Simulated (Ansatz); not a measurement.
Ideal-gas functions of `C=[N][SbH2]` at 800 K and 1 bar, from an Ansatz frequency run at PBE0-D4/def2-TZVP.

Molar mass 151.81 g/mol, point group C1 (symmetry number 1), electronic degeneracy 1, moments of inertia 13.265, 150.1, 157.659 u Å². Harmonic wavenumbers (cm⁻¹, unscaled): 146, 276, 488, 516, 661, 699, 829, 1099, 1196, 1499, 1735, 1901, 1964, 2972, 3054.

Use S(trans) = R[1.5 ln M + 2.5 ln T − 1.1517]; rotational temperatures θ = 24.2544 K / I; S(rot) = R[ln(√π/σ · √(T³/θAθBθC)) + 1.5]; for each mode x = 1.438777 ν̃/T, S = R[x/(eˣ − 1) − ln(1 − e⁻ˣ)] and H = RT x/(eˣ − 1); 1 cm⁻¹ = 0.0119627 kJ/mol; R = 8.31446 J/(mol·K).

By hand: the entropy, in J/(mol·K).

Translation 192.0. Rotation: θ = 1.8285, 0.1616, 0.1538 K, giving 113.4. Vibration, mode by mode: 19.46, 14.22, 9.66, 9.23, 7.35, 6.94, 5.72, 3.88, 3.38, 2.20, 1.57, 1.24, 1.13, 0.25, 0.22, in all 86.5. Electronic 0.0. Sum 391.9 J/(mol·K).

By hand: H − E and G − E in kJ/mol, counted from the electronic energy.

Zero-point energy ½ × 19035 × 0.0119627 = 113.9; thermal vibration 36.9; translation, rotation and pV give 4 RT = 26.6. H − E = 177.4 kJ/mol, and G − E = 177.4 − 800 × 391.9/1000 = -136.1 kJ/mol.

Vibration gives 22 % of the entropy, 19.5 J/(mol·K) of it from the mode under 150 cm⁻¹: soft modes count most, and the harmonic formula is weakest for them. The sum counts one conformer and one mirror image; others add a mixing term.
